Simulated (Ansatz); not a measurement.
Seven cases of atomisation energy with Al to Br (electronic energies, kcal/mol); geometries: B3LYP-D3(BJ)/def2-TZVP. The cases were drawn at random from those of this class that have a high level and all functionals, leaving out states under which another spin lies or may lie. Left out are anions, K, Ca, elements past Kr, ionisation of Li, Na and Mg, pi-pi* triplets of linear molecules and other triplets made from a closed-shell parent. Runs that doubt their state, and full CI more than 15 mEh from coupled cluster, are set aside; a case stays where another high level and all functionals remain. AFQMC serves as high level only in triple zeta or larger, with a steady walk, a bar under 0.8 kcal/mol and agreement with other high levels or trials where they ran; where none ran, an unstable determinant or (outside 3d species) a high T1 diagnostic also bars it, so strongly correlated cases are thinned. No case was kept or dropped by the size of a functional's miss. High levels with a bar over 0.5 kcal/mol are left out too, and the seventh case lies inside the range of the six. Affinities count positive where energy is released, gaps as the second state minus the first. PBE is by Ansatz (an electronic-structure program) in def2-TZVPD. High levels (Ansatz): P = CCSD(T)/CBS(cc-pV(Q+d)Z,cc-pV(5+d)Z) + [CCSDT(Q) - CCSD(T)]/cc-pV(T+d)Z + core + X2C; Q = CCSD(T)/CBS(cc-pV(T+d)Z,cc-pV(Q+d)Z) + [CCSDT(Q) - CCSD(T)]/cc-pV(D+d)Z + core + X2C; R = CCSD(T)/CBS(cc-pVQZ,cc-pV5Z) + [CCSDT(Q) - CCSD(T)]/cc-pVDZ; S = CCSD(T)/CBS(cc-pVTZ,cc-pVQZ) + [CCSDT(Q) - CCSD(T)]/cc-pVDZ. Open shells are spin-unrestricted; no spin-orbit coupling. Correlated methods leave the cores frozen (noble-gas shells, and filled d and f shells in the p block). Rows without X2C or -DK are non-relativistic. CBS(X,Y): correlation extrapolated as X^-3, Hartree-Fock from the larger set (Q,5: extrapolated as (X+1)exp(-9√X)). A bracket is a step between two methods taken in the basis named. Functionals run without relativity, which enters their misses. 'core' is core correlation in cc-pwCVTZ (1s frozen past Ne), 'X2C' scalar relativity in cc-pVTZ-DK, both at CCSD(T). For partners of very few electrons the exact lower level stands in for a higher one. The UHF reference of CH4NSi ([N]=C[SiH3], doublet) is spin-contaminated (<S^2> up to 0.18 over the pure value in the sets run). The UHF reference of C2H5Si ([H]/[C]=C\[SiH3], doublet) is spin-contaminated (<S^2> up to 0.17 over the pure value in the sets run).

```json
[
 {"case": "SiH4S (sulfanylsilane, SMILES [SiH3]S)", "PBE": "398.8", "level": "P", "high level": "406.6"},
 {"case": "CH4NSi (SMILES [SiH3]C=[N], doublet)", "PBE": "566.1", "level": "Q", "high level": "556.5"},
 {"case": "SiNH4F (SMILES N[SiH2]F)", "PBE": "580.3", "level": "Q", "high level": "584.6"},
 {"case": "H3GeOF (SMILES [OH][GeH2][F])", "PBE": "463.5", "level": "R", "high level": "469.4"},
 {"case": "C2H5Si (SMILES [C](/[H])=C/[SiH3], doublet)", "PBE": "664.5", "level": "Q", "high level": "659.8"},
 {"case": "GeH2SeF (SMILES F[Se][GeH2], doublet)", "PBE": "280.3", "level": "S", "high level": "270.6"},
 {"case": "H2BSO (SMILES [O]BS, doublet)", "PBE": "425.9", "level": "Q", "high level": "withheld"}
]
```

**Question.** Fit a straight line from PBE to the high level over the first six rows by least squares, predict the seventh, and compare with the calculation.

**Answer.** Means: PBE 492.25, high level 491.25. Sxx = 97359, Sxy = 97376.4, slope 1.0002, intercept -1.10 kcal/mol; residual standard deviation 8.9 kcal/mol. Seventh row: 1.0002·(425.9) -1.10 = 424.9 kcal/mol. The calculation gave 409.4 kcal/mol: the line differs from it by +15.5, PBE itself by +16.5.
